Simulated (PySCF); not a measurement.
C₄H₆F₂. Atoms are numbered in the order given.

```xyz
12

C     -2.5423    -0.2807    -0.1746
C     -1.1690    -0.7997    -0.5889
C     -0.1256     0.2716    -0.6213
C      0.9565     0.2871     0.1457
F      1.2743    -0.6395     1.0234
F      1.8718     1.2287     0.1355
H     -2.5155     0.1409     0.8418
H     -2.8916     0.5132    -0.8535
H     -3.2918    -1.0865    -0.1897
H     -0.8485    -1.6030     0.0923
H     -1.2414    -1.2590    -1.5906
H     -0.2441     1.1228    -1.2964
```
Charge 0, spin multiplicity 1.

Geometry: PBE0-D3(BJ)/def2-SVP. The values are those of a single conformer.

The numbers are results of PBE/def2-TZVP in PySCF, not measurements.

ESP charges are fitted to the potential on shells at 1.4 to 2.0 van der Waals radii. Atomic charges (e):

```csv
atom,Mulliken,Löwdin,meta-Löwdin,ESP fit
C1,-0.35,-0.31,-0.34,-0.38
C2,-0.14,-0.29,-0.19,0.39
C3,-0.26,-0.20,-0.24,-0.60
C4,0.32,-0.51,0.49,0.41
F5,-0.13,0.25,-0.22,-0.13
F6,-0.13,0.25,-0.22,-0.14
H7,0.12,0.12,0.12,0.11
H8,0.11,0.12,0.11,0.10
H9,0.12,0.12,0.12,0.07
H10,0.11,0.15,0.12,-0.02
H11,0.10,0.15,0.12,-0.02
H12,0.12,0.16,0.14,0.22
```

Task: Give the Mayer and Wiberg (Löwdin basis) orders of the bonds. (An estimate is asked for; the answer gives what the named calculation found.)

Result: 
```tsv
bond	Mayer	Wiberg
C1–C2	1.00	1.29
C2–C3	0.99	1.24
C3–C4	1.86	1.98
C4–F5	1.17	1.82
C4–F6	1.16	1.83
C1–H7	0.97	0.91
C1–H8	0.97	0.90
C1–H9	0.96	0.90
C2–H10	0.95	0.83
C2–H11	0.94	0.83
C3–H12	0.93	0.81
```
